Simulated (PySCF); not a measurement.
A side-by-side comparison of computed properties.

First species: C₉H₁₅F.
SMILES: `C[C@@H]1C[C@H]2CC[C@]1(F)CC2`

Second species: C₆H₇F₃Si.
Z-matrix (Å and degrees, GFN2-xTB geometry), rows numbered from 1:
```
C 
Si  1  1.8964
C   2  1.8906  1  114.22
C   3  1.3365  2  109.58  1   115.58
C   4  1.4602  3  115.61  2    -0.17
C   5  1.4975  4  118.04  3   179.50
F   6  1.3416  5  113.37  4   178.14
F   6  1.3483  5  112.43  4    57.59
F   6  1.3487  5  112.19  4   -61.51
C   5  1.3374  4  117.41  3    -0.21
H   1  1.0852  2  110.87  3  -168.88
H   1  1.0851  2  110.53  3    71.74
H   1  1.0861  2  111.55  3   -48.41
H   2  1.4659  1  113.75  3  -132.07
H   3  1.0762  2  128.65  1   -64.50
H   4  1.0800  3  125.17  2  -179.91
H  10  1.0759  2  129.51  1    64.42
```

Levels: PBE0/pcSseg-1 for HOMO energy, LUMO energy and HOMO–LUMO gap. Geometries: GFN2-xTB. Each structure is a single optimised conformer of the isolated species, non-relativistic unless stated. Electronic properties by PySCF.

The conformers computed, where there is a choice (atom-mapped SMILES and torsion angles):
- `[CH3:1][Si@H:2]1[CH:3]=[CH:4][C:5]([C:6]([F:7])([F:8])[F:9])=[CH:10]1`: C4–C5–C6–F7 178°

The conformers of `C[C@@H]1C[C@H]2CC[C@]1(F)CC2` aren't listed.

```
     property  column X  column Y
  HOMO energy  -8.05 eV  -7.23 eV
  LUMO energy   1.05 eV  -1.98 eV
HOMO–LUMO gap   9.10 eV   5.25 eV
```

Q: Which column belongs to which species?

A: Column X is the first species and column Y the second. The first has 25 atoms and 78 electrons, the second 17 and 84.

Q: How does each property change from the first species to the second?

A: HOMO energy +0.82 eV; LUMO energy -3.03 eV; HOMO–LUMO gap -3.85 eV.

